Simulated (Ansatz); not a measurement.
Two structures of SiH5O3F, singlet, reached by relaxing down either side of one saddle point (PBE0-D4/def2-TZVP). Energies are electronic, without zero-point energy. Computed with Ansatz 0.2.0 (basis: def2-TZVPP and def2-QZVPP); correlated methods freeze the cores. Extrapolation: Hartree–Fock as exp(−7.88 √X), correlation as X^−2.97. First:

```csv
atom,x (Å),y (Å),z (Å)
Si1,0.3619,-0.2791,-0.2862
H2,0.5347,1.1774,-0.5495
O3,1.4463,-0.5612,0.8918
O4,-1.1948,-0.5912,0.0874
O5,0.7204,-1.1966,-1.5840
H6,-0.5504,2.1887,0.6191
F7,-1.3017,2.1482,1.1617
H8,1.6298,-1.4704,1.1347
H9,-1.6308,0.0425,0.6652
H10,-0.0154,-1.4580,-2.1401
```

Second:

```xyz
10
angstrom
Si 0.2511 -0.3324 0.7713
H -0.7015 1.5942 -1.9694
O 0.4609 -1.8103 1.3997
O -1.2403 -0.0298 0.1880
O 1.2912 -0.1045 -0.4482
H -0.2401 1.9661 -2.4265
F 0.5151 0.6488 1.9868
H 0.5684 -2.5387 0.7874
H -1.9617 0.0500 0.8134
H 1.0570 0.5567 -1.1024
```

Task: Which bonds change from the first to the second?

Result: SiH₄O₃ ([OH][SiH]([OH])[OH]) + HF → SiH₃O₃F ([OH][Si]([OH])([OH])[F]) + H₂; bonds formed: Si1–F7, H2–H6; bonds broken: Si1–H2, H6–F7.

Task: Give the saddle point's structure and its height above each. (An estimate is asked for; the value comes from the calculation.)

Result: The calculation gives: 1.335 eV above the first and 2.677 eV above the second (CCSD(T) at an estimated basis limit (MP2 extrapolated from triple and quadruple zeta, plus CCSD(T) − MP2 in triple zeta)).
| atom | x (Å) | y (Å) | z (Å) |
| --- | --- | --- | --- |
| Si1 | 0.0636 | -0.0854 | 0.0215 |
| H2 | 0.3685 | 1.3629 | -0.7548 |
| O3 | 1.1259 | -0.3941 | 1.2095 |
| O4 | -1.4742 | -0.6184 | -0.0348 |
| O5 | 0.7299 | -0.8965 | -1.2500 |
| H6 | -0.0470 | 1.6870 | 0.0680 |
| F7 | -0.5563 | 1.4133 | 1.1140 |
| H8 | 1.7527 | -1.0801 | 0.9654 |
| H9 | -2.0738 | -0.1831 | 0.5749 |
| H10 | 0.1107 | -1.2054 | -1.9137 |

No T1 diagnostic of these runs exceeds 0.013.

Labels in which every atom is bracketed show which atoms are joined, not bond orders.

For scale, one of the runs: CCSD(T)/def2-TZVPP, 236 basis functions, launched by `ansatz run in.yaml --threads 4 --pin off --events-out ev --progress --plain --max-ram 9574MiB`. Hardware: 4 CPU threads of an Arm Neoverse V1, shared host. Wall time 2.6 min; peak host memory 4.7 GiB.
